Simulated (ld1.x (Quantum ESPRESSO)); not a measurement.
## Scattering properties, TM semilocal potential for Ru

```
Element                 : ruthenium (Ru)
Generator               : ld1.x (Quantum ESPRESSO) 7.5
Type                    : norm-conserving Troullier–Martins (semilocal form)
Functional              : PBE
Relativity              : scalar-relativistic
Frozen core             : [Ar] 3d10
Valence charge          : 16
Reference configuration : 4s2 4p6 4d7 5s0 5p0 (charge +1)
Partial waves           : 4s (bound): rc 1.10 bohr; 4p (bound): rc 1.65 bohr; 4d (bound): rc 2.15 bohr
Local potential         : the d channel
Core correction         : a·sin(br)/r model core inside 0.92 bohr
```

The phase is arctan(r·u′/u) with u = r·R(r), unwrapped; energies in Ry, scanned from -8 to 5 Ry. A pole is an energy at which the radial function vanishes at the test radius. The pseudo phase is shifted by a multiple of π to meet the all-electron one at the reference energy, and phase errors are pseudo minus all-electron; the curves can meet again beyond the range given. Levels narrower than the energy grid can be missing from the lists of poles.

Question: For each channel, where are the poles, and over which energies does the pseudopotential scatter like the atom?

Answer:

```tsv
channel	radius (bohr)	reference energy (Ry)	poles, all-electron	poles, pseudo	unbroken range about the reference energy with phases within 0.05 rad	phase error 1 Ry above the reference energy (rad)
s	2.36	-6.16	-6.10, 3.05	-6.10, 2.88	below -0.6	-0.000
p	2.36	-3.96	-3.83, 4.52	-3.83, 3.98	below -0.2	-0.001
d	2.36	-0.92	-0.34	-0.33	below 1.8	+0.005
```

Phases in the p channel:

```json
{"E (Ry)": "-8.00", "all-electron": "1.404", "pseudo": "1.404"}
{"E (Ry)": "-7.52", "all-electron": "1.397", "pseudo": "1.397"}
{"E (Ry)": "-7.04", "all-electron": "1.388", "pseudo": "1.388"}
{"E (Ry)": "-6.56", "all-electron": "1.379", "pseudo": "1.378"}
{"E (Ry)": "-6.08", "all-electron": "1.366", "pseudo": "1.366"}
{"E (Ry)": "-5.60", "all-electron": "1.349", "pseudo": "1.349"}
{"E (Ry)": "-5.12", "all-electron": "1.323", "pseudo": "1.323"}
{"E (Ry)": "-4.64", "all-electron": "1.268", "pseudo": "1.268"}
{"E (Ry)": "-4.16", "all-electron": "0.812", "pseudo": "0.810"}
{"E (Ry)": "-3.68", "all-electron": "-1.662", "pseudo": "-1.662"}
{"E (Ry)": "-3.20", "all-electron": "-1.759", "pseudo": "-1.760"}
{"E (Ry)": "-2.72", "all-electron": "-1.805", "pseudo": "-1.807"}
{"E (Ry)": "-2.24", "all-electron": "-1.847", "pseudo": "-1.849"}
{"E (Ry)": "-1.76", "all-electron": "-1.895", "pseudo": "-1.899"}
{"E (Ry)": "-1.28", "all-electron": "-1.960", "pseudo": "-1.968"}
{"E (Ry)": "-0.80", "all-electron": "-2.057", "pseudo": "-2.074"}
{"E (Ry)": "-0.32", "all-electron": "-2.227", "pseudo": "-2.268"}
{"E (Ry)": "0.16", "all-electron": "-2.574", "pseudo": "-2.685"}
{"E (Ry)": "0.64", "all-electron": "-3.261", "pseudo": "-3.465"}
{"E (Ry)": "1.12", "all-electron": "-3.937", "pseudo": "-4.074"}
{"E (Ry)": "1.60", "all-electron": "-4.274", "pseudo": "-4.353"}
{"E (Ry)": "2.08", "all-electron": "-4.441", "pseudo": "-4.494"}
{"E (Ry)": "2.56", "all-electron": "-4.537", "pseudo": "-4.578"}
{"E (Ry)": "3.04", "all-electron": "-4.600", "pseudo": "-4.635"}
{"E (Ry)": "3.52", "all-electron": "-4.645", "pseudo": "-4.678"}
{"E (Ry)": "4.00", "all-electron": "-4.681", "pseudo": "-4.714"}
{"E (Ry)": "4.48", "all-electron": "-4.710", "pseudo": "-4.745"}
{"E (Ry)": "4.96", "all-electron": "-4.737", "pseudo": "-4.775"}
```
